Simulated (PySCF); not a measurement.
**RuF: mean field, correlation and small terms against distance**

State: quartet, unpaired electrons σ ↑, π ↑, δ ↑. ROHF-based CCSD(T) in PySCF 2.14 with Ru aug-cc-pVDZ-PP with ECP28, F aug-cc-pVDZ and Ru aug-cc-pVTZ-PP with ECP28, F aug-cc-pVTZ (frozen core orbitals: 5; scalar-relativistic core potentials). Correlation energies are extrapolated as n⁻³ (n = 2, 3), Hartree–Fock as (n+1)·exp(−9√n). All energies in eV from Ru (4d7 5s1) + F.

```tsv
R (Å)	HF/CBS	CCSD corr.	(T)	total
1.6846	-1.064	-2.016	-0.2484	-3.328
1.7611	-1.640	-1.929	-0.2364	-3.805
1.8377	-1.989	-1.835	-0.2234	-4.047
1.9143	-2.170	-1.749	-0.2117	-4.131
1.9908	-2.228	-1.675	-0.2025	-4.106
2.0866	-2.181	-1.600	-0.1941	-3.975
2.1823	-2.046	-1.540	-0.1886	-3.775
```

A fit to the total gives Re = 1.9309 Å, De = 4.133 eV, ωe = 533.2 cm⁻¹, Be = 0.2824 cm⁻¹ (masses 101.9043 and 18.9984 u).

Question: At R = 1.9143 Å the CCSD correlation energy is -0.388733 hartree in the smaller basis and -0.479342 in the larger. Extrapolate it.

Answer: (3³·E3 − 2³·E2)/(3³ − 2³) = -0.51749 hartree; the larger basis holds 92.6 % of it.

The T1 diagnostic is 0.037, large enough to doubt a single reference. The state was picked by a PBE0 search and need not be the measured ground state. Spin–orbit coupling, excitations beyond (T) and corrections to the Born–Oppenheimer picture are left out.
